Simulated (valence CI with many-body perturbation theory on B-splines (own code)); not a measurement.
# Cl4+: electric-dipole lines

Level of theory: configuration interaction combined with many-body perturbation theory (CI+MBPT): three valence electrons over a frozen Dirac-Fock core [Ne], a basis of 11 s, 11 p, 10 d, 8 f, 5 g, 2 h functions for each j, with the one-electron correlation potential Σ1, the two-electron term Σ2, the three-electron term Σ3, Breit, model QED; selected CI, second order for the rest, scaled by the run's own slope (own B-spline code, finite nucleus).

No measured spectrum was set against this ion. As an estimate, levels hold to about 100 cm⁻¹ or 0.05 % of their energy and the worst to 300 or 400 cm⁻¹, as in measured light ions of charge 2 to 7.

Lines 101 to 150 of 567 in falling wavelength, among levels below 488040 cm⁻¹, chosen from the strongest by gf and those to the six lowest levels. Wavelengths and rates use the calculated energies, so an error of 100 cm⁻¹ moves a line at 235.3 nm by 0.24 % and its rate by three times that or more. Electric multipoles are in the length gauge, E1 and E2 with the static RPA response of the core. Weak lines are less certain than strong ones. Lines between different terms over intervals too small for the method are left out, as are lines whose strength nearly cancels. Where a level lies close to another of its J and parity, the split of strength between their lines is uncertain. The highest levels of a list are the least certain.

Names give the largest LS component (configuration and term), which can be under half, so a name can repeat, a term be missing and a line seem to break the LS rules; names also repeat where a configuration has a term twice. Letters in brackets count levels of one name in rising energy.

```tsv
λ vac (nm)	Upper	Lower	A (s⁻¹)	S (a.u.)
235.3	3s.3p.4p 4P_5/2	3s.3p.4s 4P°_5/2	2.89e+08	1.12e+01
235.3	3s.3p.4p 4P_1/2	3s.3p.4s 4P°_3/2	3.28e+08	4.22e+00
233.6	3s.3p.4p 4P_3/2	3s.3p.4s 4P°_3/2	1.00e+08	2.53e+00
230.7	3s.3p.4p 4P_3/2	3s.3p.4s 4P°_1/2	1.86e+08	4.50e+00
230.1	3s.3p.4p 4P_5/2	3s.3p.4s 4P°_3/2	1.01e+08	3.64e+00
226.1	3s.3p.4p 4S_3/2	3s.3p.4s 4P°_5/2	3.09e+08	7.05e+00
224.9	3s.3p.4d 2F°_7/2	3p2.3d 2D_5/2 [a]	4.50e+07	2.02e+00
223.0	3s.3p.4d 2D°_5/2	3s.3p.4p 2D_5/2 [a]	1.03e+08	3.39e+00
221.3	3s.3p.4p 4S_3/2	3s.3p.4s 4P°_3/2	1.23e+08	2.63e+00
220.3	3s.3p.4d 2D°_3/2	3s.3p.4p 2D_3/2 [a]	1.26e+08	2.66e+00
219.8	3s.3p.4p 2S_1/2 [a]	3s.3p.4s 2P°_3/2 [a]	2.65e+08	2.78e+00
216.8	3s2.6f 2F°_7/2	3s2.5d 2D_5/2	2.16e+08	8.69e+00
216.7	3s2.6f 2F°_5/2	3s2.5d 2D_3/2	2.00e+08	6.02e+00
214.9	3s.3p.4d 2P°_3/2	3s.3p.4p 2S_1/2 [a]	3.96e+08	7.76e+00
212.5	3s.3p.4d 2P°_1/2	3s.3p.4p 2S_1/2 [a]	4.32e+08	4.09e+00
207.9	3s.3p.4d 4D°_5/2	3s.3p.4p 4P_5/2	1.33e+08	3.55e+00
206.6	3s.3p.4d 4D°_7/2	3s.3p.4p 4P_5/2	5.40e+08	1.88e+01
205.5	3s.3p.4d 4D°_3/2	3s.3p.4p 4P_3/2	3.00e+08	5.15e+00
205.4	3s2.5d 2D_3/2	3s2.4f 2F°_5/2	1.89e+08	3.23e+00
205.2	3s2.5d 2D_5/2	3s2.4f 2F°_7/2	1.79e+08	4.59e+00
205.1	3s.3p.4d 4D°_5/2	3s.3p.4p 4P_3/2	4.06e+08	1.04e+01
204.4	3s.3p.4d 4D°_1/2	3s.3p.4p 4P_1/2	5.30e+08	4.47e+00
204.3	3s.3p.4d 4D°_3/2	3s.3p.4p 4P_1/2	2.64e+08	4.44e+00
203.8	3s2.5p 2P°_1/2	3s2.4d 2D_3/2	5.31e+08	4.44e+00
202.8	3s2.5p 2P°_3/2	3s2.4d 2D_5/2	4.79e+08	7.89e+00
196.0	3s.3p.4d 2F°_5/2	3s.3p.4p 2D_5/2 [a]	7.47e+07	1.67e+00
192.8	3s.3p.4d 2F°_7/2	3s.3p.4p 2D_5/2 [a]	9.03e+08	2.56e+01
192.7	3s.3p.4d 2F°_5/2	3s.3p.4p 2D_3/2 [a]	8.41e+08	1.78e+01
190.6	3s.3p.4d 4P°_5/2	3s.3p.4p 4S_3/2	5.35e+08	1.10e+01
189.5	3s.3p.4d 4D°_7/2	3s.3p.4p 4D_7/2	1.53e+08	4.12e+00
189.1	3s.3p.4d 4P°_3/2	3s.3p.4p 4S_3/2	7.06e+08	9.43e+00
188.2	3s.3p.4d 4P°_1/2	3s.3p.4p 4S_3/2	8.29e+08	5.45e+00
187.6	3s.3p.4d 4D°_5/2	3s.3p.4p 4D_5/2	7.69e+07	1.50e+00
187.3	3s2.4d 2D_3/2	3s2.4p 2P°_3/2	1.69e+08	2.19e+00
187.2	3s2.4d 2D_5/2	3s2.4p 2P°_3/2	1.02e+09	1.97e+01
186.5	3s.3p.4d 4D°_7/2	3s.3p.4p 4D_5/2	1.71e+08	4.39e+00
186.1	3s.3p.4d 4D°_5/2	3s.3p.4p 4D_3/2	2.12e+08	4.04e+00
185.9	3s2.4d 2D_3/2	3s2.4p 2P°_1/2	8.62e+08	1.09e+01
185.8	3s.3p.4d 4D°_3/2	3s.3p.4p 4D_1/2	1.30e+08	1.65e+00
184.5	3s.3p.4d 4P°_5/2	3s.3p.4p 4P_5/2	3.58e+08	6.66e+00
183.1	3s.3p.4d 4P°_3/2	3s.3p.4p 4P_5/2	2.31e+08	2.80e+00
182.3	3s.3p.4d 4P°_5/2	3s.3p.4p 4P_3/2	2.02e+08	3.63e+00
181.1	3s2.7p 2P°_3/2	3s2.5d 2D_5/2	1.23e+08	1.44e+00
180.8	3s.3p.4d 2D°_5/2	3s.3p.4p 2P_3/2 [a]	7.41e+08	1.30e+01
180.8	3s.3p.4d 2D°_3/2	3s.3p.4p 2P_1/2 [a]	5.22e+08	6.10e+00
180.1	3s.3p.4d 4P°_1/2	3s.3p.4p 4P_3/2	2.39e+08	1.38e+00
180.1	3s.3p.4d 4F°_7/2	3s.3p.4p 4D_7/2	2.55e+08	5.88e+00
179.9	3s.3p.4d 4P°_3/2	3s.3p.4p 4P_1/2	1.61e+08	1.86e+00
178.7	3s.3p.4d 4F°_5/2	3s.3p.4p 4D_5/2	3.78e+08	6.39e+00
178.4	3s.3p.4d 4F°_9/2	3s.3p.4p 4D_7/2	1.30e+09	3.65e+01
```
